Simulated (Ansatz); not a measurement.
`F[SiH](Cl)[GeH2][Cl]` + H₂ → `F[SiH](Cl)[GeH3]` + HCl  (hydrogenolysis of a Ge–Cl bond)

Isolated molecules relaxed with PBE0-D4/def2-TZVP in Ansatz; ΔE leaves out vibrations. CCSD(T)/CBS adds triple-zeta CCSD(T) − MP2 to the extrapolated MP2 energy (def2 sets, frozen cores). This one scheme is used for every species. Functionals use def2-TZVPP. B3LYP here is the variant with VWN-RPA as its local correlation; programs differ in this. For Ge outer-core shells are correlated without core-valence functions, which leaves a few kJ/mol of doubt a bond. Scalar relativity is left out up to krypton. Each species was taken in one conformer, which may not be the lowest.

(1) Is it downhill or uphill in electronic energy at CCSD(T)/CBS, and by how much? (Best estimate.)

(2) What do these levels give: PBE0-D4, B3LYP-D4, ωB97X-V, B2PLYP, PBE0, B3LYP, CCSD(T)/def2-TZVPP, HF/def2-QZVPP, MP2/def2-QZVPP, HF/CBS(def2), MP2/CBS(def2), CCSD/CBS(def2)? (An estimate is asked.)

Largest T1 diagnostic among the species: 0.012.

Answers

(1) The calculation gave: Uphill: ΔE = +45.7 kJ/mol.

(2) Computed: PBE0-D4 46.8, B3LYP-D4 50.4, ωB97X-V 46.9, B2PLYP 46.1, PBE0 42.7, B3LYP 42.8, CCSD(T)/def2-TZVPP 43.0, HF/def2-QZVPP 42.5, MP2/def2-QZVPP 52.9, HF/CBS(def2) 42.5, MP2/CBS(def2) 54.2, CCSD/CBS(def2) 42.8 kJ/mol.

The D4 term adds +7.5 kJ/mol with B3LYP and +4.1 kJ/mol with PBE0; it sums over pairs of atoms, weighted by their polarisabilities, and B3LYP, whose exchange is more repulsive, gets the larger term.
